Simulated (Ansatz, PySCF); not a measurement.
CH₂FNOSi, SMILES C(O[SiH2]F)#N. Atoms are numbered in the order given.

```xyz
7

N      2.6339    -0.2099    -0.1202
C      1.5716    -0.0492     0.3148
O      0.4003     0.1325     0.8224
Si    -1.0826    -0.2773     0.0988
F     -1.4148     0.8390    -1.0150
H     -2.0590    -0.1985     1.1967
H     -0.9258    -1.5869    -0.5627
```

The structure is a stationary point at ωB97X-D3(BJ)/def2-SVP. The structure was generated by enumeration, and PubChem lists no compound with its InChIKey, so it may never have been made. Other conformers were not sampled.

Two levels are set side by side: PBE-D3(BJ)/def2-SVP (Ansatz, an electronic-structure program) and ωB97X-D3(BJ)/def2-SVP (PySCF). Each level has its own optimised geometry; the coordinates shown are those of the second. Frequencies come from the Hessian of PySCF at each geometry. Differences are taken from unrounded values.

```
quantity                            ωB97X-D3(BJ)  PBE-D3(BJ)  PBE-D3(BJ) minus ωB97X-D3(BJ)
----------------------------------  ------------  ----------  -----------------------------
mean bond length (Å)                       1.451       1.465                          0.013
bond N1–C2 (Å)                             1.159       1.177                          0.017
bond C2–O3 (Å)                             1.289       1.294                          0.004
bond O3–Si4 (Å)                            1.700       1.718                          0.018
bond Si4–F5 (Å)                            1.612       1.623                          0.012
bond Si4–H6 (Å)                            1.471       1.486                          0.014
bond Si4–H7 (Å)                            1.476       1.490                          0.014
highest harmonic wavenumber (cm⁻¹)          2460        2322                           -138
mean harmonic wavenumber (cm⁻¹)              998         948                            -49
zero-point energy (kcal/mol)               21.39       20.33                          -1.06
```

Exact exchange shortens and stiffens bonds; PBE has none. Differences between two approximate levels are no errors against the true value.
